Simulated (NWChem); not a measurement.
System: SnI2, singlet; SMILES [I][Sn][I]

NWChem printed, in part:

```
             Northwest Computational Chemistry Package (NWChem) 7.3.0
             --------------------------------------------------------

 C2V symmetry detected

                             Geometry "geometry" -> ""
                             -------------------------

 Output coordinates in angstroms (scale by  1.889725989 to convert to a.u.)

  No.       Tag          Charge          X              Y              Z
 ---- ---------------- ---------- -------------- -------------- --------------
    1 Sn                  50.0000     0.00000000     0.00000000     1.18801335
    2 I                   53.0000     2.11611000     0.00000000    -0.56038365
    3 I                   53.0000    -2.11611000     0.00000000    -0.56038365

 Effective nuclear repulsion energy (a.u.)    1372.9652884242

      Symmetry information
      --------------------

 Group name             C2v
 Group number             16
 Group order               4
 No. of unique centers     2

                                 NWChem DFT Module
                                 -----------------

 Summary of "ao basis" -> "ao basis" (spherical)
 ------------------------------------------------------------------------------
       Tag                 Description            Shells   Functions and Types
 ---------------- ------------------------------  ------  ---------------------
 Sn                         def2-svp                10       26   4s4p2d
 I                          def2-svp                10       26   4s4p2d

      Symmetry analysis of basis
      --------------------------

        a1         30
        a2         10
        b1         24
        b2         14

            General Information
            -------------------
          SCF calculation type: DFT
          Wavefunction type:  closed shell.
          No. of atoms     :     3
          No. of electrons :    72
           Alpha electrons :    36
            Beta electrons :    36
          Charge           :     0
          Spin multiplicity:     1
          Use of symmetry is: on ; symmetry adaption is: on
          Maximum number of iterations: 150
          AO basis - number of functions:    78
                     number of shells:    30
          Convergence on energy requested:  1.00D-06
          Convergence on density requested:  1.00D-05
          Convergence on gradient requested:  5.00D-04

              XC Information
              --------------
                         SCAN Method XC Functional
                  SCAN metaGGA Exchange Functional  1.000
                        SCAN Correlation Potential  1.000

             Grid Information
             ----------------
          Grid used for XC integration:  coarse
          Radial quadrature: Mura-Knowles
          Angular quadrature: Lebedev.
          Tag              B.-S. Rad. Rad. Pts. Rad. Cut. Ang. Pts.
          ---              ---------- --------- --------- ---------
          Sn                  1.45      104           9.0       302
          I                   1.40      104          11.0       302
          Grid pruning is: on
          Number of quadrature shells:   208
          Spatial weights used:  Erf1

      Superposition of Atomic Density Guess
      -------------------------------------

 Sum of atomic energies:        -943.34998276

      Non-variational initial energy
      ------------------------------

 Total energy =    -806.766740
 1-e energy   =   -1990.976448
 2-e energy   =     894.003162
 HOMO         =      -0.264268
 LUMO         =      -0.057532

      Symmetry analysis of molecular orbitals - initial
      -------------------------------------------------

  Numbering of irreducible representations:

     1 a1          2 a2          3 b1          4 b2

  Orbital symmetries:

     1 a1          2 b1          3 a1          4 a1          5 b1
     6 a1          7 b2          8 a2          9 b1         10 b1
    11 a1         12 b2         13 a1         14 b1         15 a1
    16 b2         17 a2         18 b1         19 a1         20 b2
    21 a2         22 b1         23 b1         24 a1         25 a1
    26 a2         27 b2         28 a1         29 b1         30 a1
    31 b1         32 a1         33 b2         34 a2         35 b1
    36 a1         37 b2         38 a1         39 b1         40 a1
    41 b1         42 a1         43 b2         44 a1         45 a2
    46 b1

     ---------------------------------------------
      Total Density - Mulliken Population Analysis
     ---------------------------------------------

    Atom       Charge   Shell Charges
 -----------   ------   -------------------------------------------------------
    1 Sn  22    20.89   1.60  0.43  1.22  0.68  3.28  2.71  0.52  0.37  9.77  0.31
    2 I   25    25.56   1.83  0.22  1.24  0.68  2.92  3.14  2.71  2.82  9.83  0.19
    3 I   25    25.56   1.83  0.22  1.24  0.68  2.92  3.14  2.71  2.82  9.83  0.19

   convergence    iter        energy       DeltaE   RMS-Dens  Diis-err
 ---------------- ----- ----------------- --------- --------- ---------
 d= 0,ls=0.0,diis     1   -810.0023094622 -1.10D+03  3.19D-02  3.51D-01
 d= 0,ls=0.0,diis     2   -809.5655534361  4.37D-01  2.18D-02  2.33D+00
 d= 0,ls=0.0,diis     3   -810.0797277911 -5.14D-01  2.63D-03  1.43D-02
 d= 0,ls=0.0,diis     4   -810.0819210032 -2.19D-03  9.38D-04  3.34D-03
 d= 0,ls=0.0,diis     5   -810.0824493460 -5.28D-04  1.65D-04  1.32D-04
  Resetting Diis
 d= 0,ls=0.0,diis     6   -810.0824699329 -2.06D-05  5.49D-05  8.34D-06
 d= 0,ls=0.0,diis     7   -810.0824717515 -1.82D-06  2.43D-05  4.91D-07
 d= 0,ls=0.0,diis     8   -810.0824715915  1.60D-07  1.99D-05  1.15D-06
 d= 0,ls=0.0,diis     9   -810.0824718259 -2.34D-07  4.96D-06  1.11D-07

         Total DFT energy =     -810.082471825915
      One electron energy =    -1992.273579424089
           Coulomb energy =      954.797416040681
    Exchange-Corr. energy =      -62.812854393709
 Nuclear repulsion energy =      290.206545951202

 Numeric. integr. density =       72.000000832519

                  Occupations of the irreducible representations
                  ----------------------------------------------

                     irrep           alpha         beta
                     --------     --------     --------
                     a1               14.0         14.0
                     a2                5.0          5.0
                     b1               11.0         11.0
                     b2                6.0          6.0

                       DFT Final Molecular Orbital Analysis
                       ------------------------------------

 Vector   34  Occ=2.000000D+00  E=-2.525447D-01  Symmetry=a2
              MO Center=  1.6D-13, -1.7D-15, -5.3D-01, r^2= 6.4D+00
   Bfn.  Coefficient  Atom+Function         Bfn.  Coefficient  Atom+Function
  ----- ------------  ---------------      ----- ------------  ---------------
    38      0.434339  2 I  py                64     -0.434339  3 I  py
    41      0.389723  2 I  py                67     -0.389723  3 I  py
    35     -0.176375  2 I  py                61      0.176375  3 I  py
    32     -0.142495  2 I  py                58      0.142495  3 I  py
    17     -0.047840  1 Sn d -2              22      0.043004  1 Sn d -2

 Vector   35  Occ=2.000000D+00  E=-2.408338D-01  Symmetry=b1
              MO Center=  2.1D-13,  4.0D-16, -5.1D-01, r^2= 6.6D+00
   Bfn.  Coefficient  Atom+Function         Bfn.  Coefficient  Atom+Function
  ----- ------------  ---------------      ----- ------------  ---------------
    37      0.362431  2 I  px                63      0.362431  3 I  px
    40      0.320001  2 I  px                66      0.320001  3 I  px
    39      0.261584  2 I  pz                65     -0.261584  3 I  pz
    42      0.231945  2 I  pz                68     -0.231945  3 I  pz
    34     -0.146025  2 I  px                60     -0.146025  3 I  px

 Vector   36  Occ=2.000000D+00  E=-2.394060D-01  Symmetry=a1
              MO Center= -1.9D-13, -5.8D-16, -7.4D-02, r^2= 6.6D+00
   Bfn.  Coefficient  Atom+Function         Bfn.  Coefficient  Atom+Function
  ----- ------------  ---------------      ----- ------------  ---------------
    39      0.401077  2 I  pz                65      0.401077  3 I  pz
    42      0.365545  2 I  pz                68      0.365545  3 I  pz
     3     -0.328088  1 Sn s                  4     -0.232078  1 Sn s
    13     -0.220234  1 Sn pz                36     -0.162019  2 I  pz
    62     -0.162019  3 I  pz                33     -0.130770  2 I  pz

 Vector   37  Occ=0.000000D+00  E=-1.461947D-01  Symmetry=b2
              MO Center= -1.4D-14,  1.1D-15,  9.0D-01, r^2= 4.3D+00
   Bfn.  Coefficient  Atom+Function         Bfn.  Coefficient  Atom+Function
  ----- ------------  ---------------      ----- ------------  ---------------
    12      0.614392  1 Sn py                15      0.498548  1 Sn py
    41     -0.234525  2 I  py                67     -0.234525  3 I  py
    38     -0.203238  2 I  py                64     -0.203238  3 I  py
     9     -0.180442  1 Sn py                 6     -0.167282  1 Sn py
    35      0.081970  2 I  py                61      0.081970  3 I  py

 Vector   38  Occ=0.000000D+00  E=-7.292109D-02  Symmetry=a1
              MO Center= -4.1D-14, -7.1D-16,  6.5D-01, r^2= 5.9D+00
   Bfn.  Coefficient  Atom+Function         Bfn.  Coefficient  Atom+Function
  ----- ------------  ---------------      ----- ------------  ---------------
    16      0.686271  1 Sn pz                13      0.561750  1 Sn pz
    40     -0.416081  2 I  px                66      0.416081  3 I  px
     3     -0.410771  1 Sn s                 30      0.258420  2 I  s
    56      0.258420  3 I  s                 37     -0.231968  2 I  px
    63      0.231968  3 I  px                 4     -0.227240  1 Sn s

 Vector   39  Occ=0.000000D+00  E=-6.224387D-02  Symmetry=b1
              MO Center=  1.8D-14, -3.2D-17,  8.7D-01, r^2= 5.7D+00
   Bfn.  Coefficient  Atom+Function         Bfn.  Coefficient  Atom+Function
  ----- ------------  ---------------      ----- ------------  ---------------
    14      0.768163  1 Sn px                11      0.587764  1 Sn px
    42     -0.354831  2 I  pz                68      0.354831  3 I  pz
    30     -0.250094  2 I  s                 56      0.250094  3 I  s
    40      0.226895  2 I  px                66      0.226895  3 I  px
    39     -0.207759  2 I  pz                65      0.207759  3 I  pz

     ---------------------------------------------
      Total Density - Mulliken Population Analysis
     ---------------------------------------------

    Atom       Charge   Shell Charges
 -----------   ------   -------------------------------------------------------
    1 Sn  22    21.55   1.60  0.44  1.48  0.40  3.26  2.74  1.00  0.50  9.69  0.43
    2 I   25    25.22   1.83  0.22  1.33  0.59  2.93  3.12  2.63  2.55  9.78  0.24
    3 I   25    25.22   1.83  0.22  1.33  0.59  2.93  3.12  2.63  2.55  9.78  0.24

     -------------------------------------------
      Total Density - Lowdin Population Analysis
     -------------------------------------------

    Atom       Charge   Shell Charges
 -----------   ------   -------------------------------------------------------
    1 Sn  22    21.84   1.19  0.80  1.15  0.70  3.01  2.82  1.04  0.89  9.43  0.79
    2 I   25    25.08   1.25  0.73  1.07  0.82  2.77  3.19  2.53  2.69  9.47  0.56
    3 I   25    25.08   1.25  0.73  1.07  0.82  2.77  3.19  2.53  2.69  9.47  0.56

     Multipole analysis of the density
     ---------------------------------

     L   x y z        total         alpha         beta         nuclear
     -   - - -        -----         -----         ----         -------
     0   0 0 0     -0.000000    -36.000000    -36.000000     72.000000

     1   1 0 0     -0.000000     -0.000000     -0.000000      0.000000
     1   0 1 0     -0.000000     -0.000000     -0.000000      0.000000
     1   0 0 1      0.993485      2.275815      2.275815     -3.558144

     2   2 0 0    -61.587893   -430.567591   -430.567591    799.547289
     2   1 1 0     -0.000000     -0.000000     -0.000000      0.000000
     2   1 0 1     -0.000000     -0.000000     -0.000000      0.000000
     2   0 2 0    -56.396143    -28.198072    -28.198072      0.000000
     2   0 1 1     -0.000000     -0.000000     -0.000000      0.000000
     2   0 0 2    -55.925305   -111.439419   -111.439419    166.953533

            General Information
            -------------------
          SCF calculation type: DFT
          Wavefunction type:  closed shell.
          No. of atoms     :     3
          No. of electrons :    72
           Alpha electrons :    36
            Beta electrons :    36
          Charge           :     0
          Spin multiplicity:     1
          Use of symmetry is: on ; symmetry adaption is: on
          Maximum number of iterations: 150
          AO basis - number of functions:    78
                     number of shells:    30
          Convergence on energy requested:  1.00D-06
          Convergence on density requested:  1.00D-05
          Convergence on gradient requested:  5.00D-04

              XC Information
              --------------
                         SCAN Method XC Functional
                  SCAN metaGGA Exchange Functional  1.000
                        SCAN Correlation Potential  1.000

             Grid Information
             ----------------
          Grid used for XC integration:  coarse
          Radial quadrature: Mura-Knowles
          Angular quadrature: Lebedev.
          Tag              B.-S. Rad. Rad. Pts. Rad. Cut. Ang. Pts.
          ---              ---------- --------- --------- ---------
          Sn                  1.45      104           9.0       302
          I                   1.40      104          11.0       302
          Grid pruning is: on
          Number of quadrature shells:   208
          Spatial weights used:  Erf1

          Convergence Information
          -----------------------
          Convergence aids based upon iterative change in
          total energy or number of iterations.
          Levelshifting, if invoked, occurs when the
          HOMO/LUMO gap drops below (HL_TOL):  1.00D-02
          DIIS, if invoked, will attempt to extrapolate
          using up to (NFOCK): 10 stored Fock matrices.

                    Damping( 0%)  Levelshifting(0.5)       DIIS
                  --------------- ------------------- ---------------
          dE  on:    start            ASAP                start
          dE off:    2 iters        150 iters           150 iters

                            NWChem DFT Gradient Module
                            --------------------------

  charge          =   0.00
  wavefunction    = closed shell

  Using symmetry

                         DFT ENERGY GRADIENTS

    atom               coordinates                        gradient
                 x          y          z           x          y          z
   1 Sn      0.000000   0.000000   2.245020    0.000000   0.000000  -0.000770
   2 I       3.998868   0.000000  -1.058972   -0.000442   0.000000   0.000385
   3 I      -3.998868   0.000000  -1.058972    0.000442   0.000000   0.000385
```

Level: SCAN/def2-SVP with def2 effective core potentials on Sn, I. Low-valent species are run as closed-shell singlets; no triplet was tried in these runs. All runs use the structure optimised with PBE0/def2-SVP. def2 effective core potentials on Sn, I; no spin-orbit coupling.

**Question.** Which NWChem input produces such a log?

**Answer.** One answer among several that fit: the input that was run:
```
start job
memory heap 200 mb stack 900 mb global 1100 mb
geometry units angstroms noautoz
  Sn     0.000000     0.000000     1.187394
  I      2.116110     0.000000    -0.561003
  I     -2.116110     0.000000    -0.561003
end
basis spherical
  * library def2-svp
end
ecp
  Sn library def2-ecp
  I library def2-ecp
end
dft
  xc scan
  grid coarse
  iterations 150
  mulliken
end
task dft gradient
```
